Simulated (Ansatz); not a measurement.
Geometry optimisation, UKS PBE-D4/def2-SVP in Ansatz.

The input (input.yaml):

```yaml
crystal:
  periodic: [false, false, false]
  atoms:
    - { symbol: Si, position_ang: [-0.2531, 0.1738, 0.912] }
    - { symbol: Si, position_ang: [1.5475, -1.6313, 0.4114] }
    - { symbol: O, position_ang: [-1.4234, 0.3347, -0.1795] }
    - { symbol: C, position_ang: [-1.6185, 1.2533, -1.2121] }
    - { symbol: H, position_ang: [0.0848, 1.2126, 1.8721] }
    - { symbol: H, position_ang: [-1.0127, -0.8539, 1.6425] }
    - { symbol: H, position_ang: [1.3516, 0.1641, -0.0762] }
    - { symbol: F, position_ang: [0.9554, 1.2974, -0.2273] }
    - { symbol: H, position_ang: [0.9648, -2.5791, -0.5412] }
    - { symbol: H, position_ang: [2.9885, -1.6294, 0.114] }
    - { symbol: H, position_ang: [1.4511, -2.2232, 1.7429] }
    - { symbol: H, position_ang: [-0.8266, 1.1776, -1.9589] }
    - { symbol: H, position_ang: [-2.5792, 1.0318, -1.6782] }
    - { symbol: H, position_ang: [-1.6303, 2.2715, -0.8215] }
magnetization:
  spin_polarized: true
basis:
  gaussian: { orbitals: def2-SVP }
hamiltonian:
  xc: pbe
  dispersion: d4
relax:
  f_tol: 0.15
  max_steps: 25
  restrain:
    - { distance: [0, 7], at: 1.68, k: 30.0 }
    - { distance: [6, 1], at: 1.42, k: 30.0 }
    - { distance: [0, 1], at: 3.52, k: 30.0 }
    - { distance: [6, 7], at: 2.18, k: 30.0 }
```

Command:

```bash
$ ansatz run input.yaml --threads 4 --pin off --max-ram 5120MiB --backend cpu --events-out ev --progress --plain --runs-dir out
```

**Question.** Where does it end, and by what steps?

**Answer.** It converged. The restraints hold the end off the free minimum; the threshold counts their pulls, which the force column leaves out. Restrained pairs: Si1–F8 (2.01 → 1.66 Å), Si2–H7 (1.87 → 1.45 Å), Si1–Si2 (2.60 → 3.53 Å), H7–F8 (1.21 → 2.19 Å). After 17 steps the energy has fallen by 2.634 eV (the restraints' own energy left out); H5 moved furthest, 1.34 Å.

```json
{"step": "0", "energy less start (eV)": "0.0000", "largest force component (eV/Å)": "1.386", "accepted": "yes"}
{"step": "1", "energy less start (eV)": "0.1533", "largest force component (eV/Å)": "2.412", "accepted": "yes"}
{"step": "2", "energy less start (eV)": "0.0480", "largest force component (eV/Å)": "3.447", "accepted": "yes"}
{"step": "3", "energy less start (eV)": "-0.3282", "largest force component (eV/Å)": "2.804", "accepted": "yes"}
{"step": "4", "energy less start (eV)": "-1.1709", "largest force component (eV/Å)": "1.327", "accepted": "yes"}
{"step": "5", "energy less start (eV)": "-1.6982", "largest force component (eV/Å)": "0.768", "accepted": "yes"}
{"step": "6", "energy less start (eV)": "-2.1140", "largest force component (eV/Å)": "0.889", "accepted": "yes"}
{"step": "7", "energy less start (eV)": "-2.3167", "largest force component (eV/Å)": "1.227", "accepted": "yes"}
{"step": "8", "energy less start (eV)": "-2.4360", "largest force component (eV/Å)": "1.273", "accepted": "yes"}
{"step": "9", "energy less start (eV)": "-2.5090", "largest force component (eV/Å)": "1.257", "accepted": "yes"}
{"step": "10", "energy less start (eV)": "-2.5403", "largest force component (eV/Å)": "1.141", "accepted": "yes"}
{"step": "11", "energy less start (eV)": "-2.5724", "largest force component (eV/Å)": "1.151", "accepted": "yes"}
{"step": "12", "energy less start (eV)": "-2.5806", "largest force component (eV/Å)": "1.161", "accepted": "yes"}
{"step": "13", "energy less start (eV)": "-2.6122", "largest force component (eV/Å)": "1.144", "accepted": "yes"}
{"step": "14", "energy less start (eV)": "-2.6200", "largest force component (eV/Å)": "1.125", "accepted": "yes"}
{"step": "15", "energy less start (eV)": "-2.6328", "largest force component (eV/Å)": "1.140", "accepted": "yes"}
{"step": "16", "energy less start (eV)": "-2.6267", "largest force component (eV/Å)": "1.145", "accepted": "yes"}
{"step": "17", "energy less start (eV)": "-2.6336", "largest force component (eV/Å)": "1.119", "accepted": "yes"}
```

```xyz
14
Properties=species:S:1:pos:R:3
Si -0.334 0.792 0.979
Si 1.829 -1.902 0.262
O -1.170 0.328 -0.376
C -1.764 1.220 -1.307
H -1.076 1.870 1.716
H -0.113 -0.441 1.787
H 2.110 -0.478 0.262
F 1.139 1.455 0.590
H 0.513 -2.159 -0.417
H 2.914 -2.651 -0.466
H 1.758 -2.411 1.676
H -1.021 1.593 -2.046
H -2.562 0.683 -1.858
H -2.224 2.102 -0.804
```

Run time: 70 s on 4 threads of Arm Neoverse N1, with other jobs on the host, peak memory 0.21 GiB.
